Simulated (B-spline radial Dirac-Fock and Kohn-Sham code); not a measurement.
Se⁺: non-radiative channels of the M3 vacancy

System: Se⁺, [Ar] 3d10 4s2 4p3, inside a Watson sphere of charge -1 and radius 3 Å (a model of the Madelung potential; inside it an electron's potential energy is raised by 4.8 eV).

Level of theory: independent-particle rates on relativistic LDA orbitals of the hole state (multipoles up to L = 3, Coulomb Auger matrix elements, transition energies from Dirac-Fock); a radial finite-basis atomic code. Kinetic energies are configuration averages from the vacuum level; the two-hole energies are estimated from single-hole states.

```csv
transition,kinetic energy (eV),width (meV),share (%)
M3-M4M4,14.51,73.9,2.5
M3-M4M5,14.94,910,30.3
M3-M5M5,16.12,799,26.6
M3-M4N1,68.28,71.7,2.4
M3-M5N1,69.13,347,11.5
M3-M4N2,81.94,22.9,0.8
M3-M4N3,82.41,208,6.9
M3-M5N2,82.73,152,5.0
M3-M5N3,83.29,397,13.2
M3-N1N3,127.4,11.6,0.4
```

Coster-Kronig rates are the weakest part of this model and often come out 1.5 to 2.5 times too large. Super-Coster-Kronig decay this fast strains the one-particle picture, and such widths tend to come out too large. The listed channels hold 100 % of the non-radiative rate. Summed by principal shells, of 3.01 eV in all: MMM 59.3 %, MMN 39.9 %, MNN 0.8 %.

Values without a named source are computed, but for edge energies of neutral atoms, which are taken from tables.
